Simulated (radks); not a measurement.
The numbers below are computed, except where a source is named.
The carbon ion C2+ inside a hard spherical wall (all orbitals vanish at R), configuration held at [He] 2s2 and not refilled when levels cross. Level of theory: non-relativistic Kohn-Sham, PBEsol, spin-polarised, spherical densities, point nucleus (a radial shooting solver on a logarithmic mesh with Libxc functionals). Eigenvalues in eV for spin up, with the zero of energy where the potential of the charges vanishes at infinity; a dash marks a level that is unbound or too diffuse for the functional's potential to be trusted. A positive occupied level is held by the wall or, in an anion where self-interaction has pushed it up, behind a barrier. The pressure on the wall is -dE/dV.

| R (bohr) | E (hartree) | kinetic (hartree) | e(1s) | e(2s) | e(2p, empty) | e(3s, empty) | pressure (GPa) |
|---|---|---|---|---|---|---|---|
| free | -36.29753 | 36.195 | -306.99 | -40.160 | -31.578 | - | 0 |
| 20 | -36.29753 | 36.195 | -306.99 | -40.160 | -31.578 | - | < 0.0001 |
| 10 | -36.29753 | 36.195 | -306.99 | -40.160 | -31.578 | - | < 0.0001 |
| 4 | -36.29197 | 36.250 | -306.72 | -39.956 | -31.319 | -1.939 | 2.22 |
| 3.5 | -36.27633 | 36.368 | -306.18 | -39.506 | -30.799 | 5.780 | 10.6 |
| 3 | -36.22074 | 36.698 | -304.81 | -38.180 | -29.387 | 20.337 | 50.5 |
| 2 | -35.38454 | 39.808 | -294.87 | -23.089 | -16.093 | 112.56 | 1330 |
| 1.5 | -33.00202 | 46.187 | -280.42 | 14.541 | 11.487 | 271.80 | 9230 |
